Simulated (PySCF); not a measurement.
Excitation energy of As by level of theory

As [Ar] 3d10 4s2 4p3 (4S) → As [Ar] 3d10 4s1 4p3 5s1 (6S), as a difference of total energies. Calculation: PySCF 2.14, in aug-cc-pVTZ-DK; the spin-free X2C one-electron Hamiltonian (Gaussian nucleus). Correlated levels: valence: [Ar] 3d10 frozen. The calculations carry no spin-orbit coupling.

```json
{"method": "UHF", "excitation energy (eV)": "11.051"}
{"method": "LDA", "excitation energy (eV)": "13.709"}
{"method": "PBE", "excitation energy (eV)": "13.471"}
{"method": "PBE0", "excitation energy (eV)": "13.178"}
{"method": "r2SCAN", "excitation energy (eV)": "13.047"}
{"method": "TPSSh", "excitation energy (eV)": "13.318"}
{"method": "TPSS", "excitation energy (eV)": "13.401"}
{"method": "HSE06", "excitation energy (eV)": "13.225"}
{"method": "B3LYP", "excitation energy (eV)": "13.709"}
{"method": "MP2 (valence)", "excitation energy (eV)": "12.273"}
{"method": "SCS-MP2 (valence)", "excitation energy (eV)": "12.692"}
```

Question: How much does correlation contribute at MP2 (valence)?

Answer: 12.273 − (11.051) = 1.222 eV, measured against UHF.

The upper state lies above the first ionisation limit, but in LS coupling its spin forbids autoionisation to the ground ion. A Rydberg-like electron needs more diffuse functions than a valence basis has.

The promoted electron is Rydberg-like, and one or two diffuse shells describe it only roughly, which tends to raise the upper state.
